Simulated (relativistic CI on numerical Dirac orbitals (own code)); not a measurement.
## Mn⁵⁺: 3p photoemission

Computed with this model: Dirac-Coulomb-Breit CI, separate exchange-only KLI orbitals for each configuration, model QED (radiative potential, 1s self-energy scaled to tabulated hydrogen-like ionisation energies), multiplet model of photoemission in the sudden approximation, unscaled Slater integrals; configurations [Ar] 3d2 → [Ne] 3s2 3p5 3d2; 300 K; Lorentzian 0.56 eV and Gaussian 0.6 eV FWHM. Energies are those of the free ion, without screening or charge transfer. The energies are binding energies and can lie tens of eV above those of solids. S is read from ⟨S²⟩ = S(S + 1).

Field parameters in Wybourne normalisation: D4h B²₀ = −7Ds, B⁴₀ = 21(Dq − Dt), B⁴₄ = 21√(5/14) Dq; Oh B⁴₀ = 21Dq, B⁴₄ = √(5/14) B⁴₀; Td as Oh with Dq negative (B⁴₀ = 21Dq, B⁴₄ = √(5/14) B⁴₀). The field is a parameter set, without covalency.

Computed curve for Td, 10Dq = -17950 cm⁻¹, scaled to 100 at the maximum (points under 2 are left out and the grid is thinned):

(Energy (eV), Intensity): (136.9, 2.0), (137.4, 2.8), (138.0, 4.8), (138.5, 9.1), (139.0, 25.0), (139.5, 77.7), (140.1, 88.1), (140.6, 39.8), (141.1, 21.5), (141.7, 44.0), (142.2, 72.3), (142.7, 51.7), (143.2, 26.4), (143.8, 31.8), (144.3, 25.7), (144.8, 20.5), (145.4, 31.8), (145.9, 35.0), (146.4, 22.9), (146.9, 16.8), (147.5, 17.2), (148.0, 10.8), (148.5, 6.1), (149.0, 3.9), (149.6, 3.4), (150.1, 4.1), (150.6, 3.0), (152.0, 2.9), (152.5, 3.7), (153.0, 2.4), (153.5, 3.2), (154.1, 2.0), (160.7, 6.2), (161.2, 13.2), (161.8, 12.7), (162.3, 4.8), (167.6, 3.0), (168.1, 9.8), (168.7, 8.6), (169.2, 2.4)

The ground state has S = 1.00, and the centroid lies at 144.70 eV.
